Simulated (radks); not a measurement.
Problem. Radial electron density D(r) = 4 pi r^2 rho(r) of an atom or ion with 8 electrons. All-electron calculation, non-relativistic Kohn-Sham, PBEsol, spin-polarised, spherical densities, point nucleus. Program: a radial shooting solver on a logarithmic mesh with Libxc functionals.

r (bohr),D(r) (e/bohr),spin D(r)
0.01723,1.308,0.409
0.01958,1.612,0.504
0.02208,1.949,0.609
0.0251,2.371,0.741
0.0283,2.827,0.884
0.0319,3.344,1.05
0.03626,3.959,1.24
0.04088,4.590,1.44
0.04647,5.305,1.66
0.05239,5.994,1.88
0.05955,6.718,2.12
0.06714,7.348,2.32
0.0757,7.890,2.50
0.08603,8.319,2.65
0.097,8.539,2.74
0.1102,8.541,2.78
0.1243,8.310,2.74
0.1413,7.829,2.65
0.1593,7.208,2.51
0.1796,6.500,2.36
0.2041,5.766,2.20
0.2302,5.219,2.10
0.2616,4.900,2.06
0.2949,4.917,2.11
0.3352,5.274,2.23
0.3779,5.856,2.39
0.4261,6.543,2.55
0.4843,7.202,2.66
0.5461,7.574,2.66
0.6206,7.564,2.54
0.6998,7.120,2.30
0.7953,6.230,1.94
0.8967,5.126,1.54
1.011,3.928,1.15
1.149,2.727,0.792
1.296,1.802,0.539
1.473,1.094,0.371
1.66,0.6800,0.294
1.887,0.4410,0.266
2.128,0.3325,0.259
2.399,0.2733,0.246
2.726,0.2208,0.213
3.074,0.1670,0.165
3.494,0.1093,0.109
3.939,0.06405,0.0640
4.477,0.03072,0.0307
5.048,0.01296,0.0130
5.692,0.004504,0.00450
6.469,0.001149,0.00115
7.294,0.0002489,0.000249

What is the nuclear charge?

Solution. Z = 10. The innermost maximum, from 1s, lies near 1/Z = 0.1 bohr (found: 0.103), and its height grows with Z. The density is that of the neon ion Ne2+ in 1s1.5 2s2 2p4 3s0.5; the configuration itself is not fixed sharply by these data. D(r) has 2 maxima, at r = 0.103, 0.582 bohr, and minima at 0.277 bohr, inside which lie 1.65 electrons.
